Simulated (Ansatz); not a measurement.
Na8⁺. Total charge 1; doublet. Geometry r2SCAN/def2-SVP.

Cartesian coordinates in Å:
```
Na 1.8057 -0.4692 1.0382
Na 0.0698 -3.7648 1.2250
Na 3.2404 0.7855 -2.1698
Na 0.4960 -1.7812 -1.9384
Na -3.3306 2.2710 -0.0686
Na -0.5193 2.0738 2.3869
Na 0.0450 1.7660 -1.2016
Na -1.8071 -0.8811 0.7284
```

Another isomer (doublet) lies 0.09 eV lower at PBE0/def2-TZVP; other spin states weren't run for this one.

Question: Estimate the α-spin orbital energies around the gap (eV) in Ansatz with PBE/def2-SVP, PBE/def2-TZVP, revPBE/def2-TZVP, PBE0/def2-SVP, PBE0/def2-TZVP.

Answer: 
```tsv
orbital	PBE/def2-SVP	PBE/def2-TZVP	revPBE/def2-TZVP	PBE0/def2-SVP	PBE0/def2-TZVP
HOMO−13	-31.05	-31.07	-30.99	-34.51	-34.46
HOMO−12	-30.94	-30.91	-30.83	-34.38	-34.27
HOMO−11	-30.92	-30.89	-30.81	-34.36	-34.26
HOMO−10	-30.91	-30.88	-30.80	-34.35	-34.24
HOMO−9	-30.84	-30.81	-30.73	-34.27	-34.17
HOMO−8	-30.83	-30.80	-30.73	-34.26	-34.17
HOMO−7	-30.82	-30.80	-30.72	-34.26	-34.17
HOMO−6	-30.82	-30.80	-30.72	-34.26	-34.17
HOMO−5	-30.80	-30.77	-30.69	-34.23	-34.14
HOMO−4	-30.80	-30.77	-30.69	-34.23	-34.14
HOMO−3	-7.37	-7.40	-7.31	-8.11	-8.13
HOMO−2	-6.22	-6.25	-6.17	-6.65	-6.68
HOMO−1	-5.92	-5.96	-5.88	-6.31	-6.34
HOMO	-5.65	-5.69	-5.63	-6.05	-6.09
LUMO	-4.74	-4.79	-4.70	-4.27	-4.30
LUMO+1	-4.52	-4.56	-4.48	-4.05	-4.07
LUMO+2	-4.42	-4.47	-4.38	-3.94	-3.97
LUMO+3	-4.36	-4.41	-4.32	-3.88	-3.91
LUMO+4	-3.92	-3.97	-3.92	-3.45	-3.51
LUMO+5	-3.78	-3.84	-3.79	-3.33	-3.38
β HOMO	-5.87	-5.91	-5.82	-6.26	-6.29
β LUMO	-5.15	-5.18	-5.08	-4.62	-4.63
```
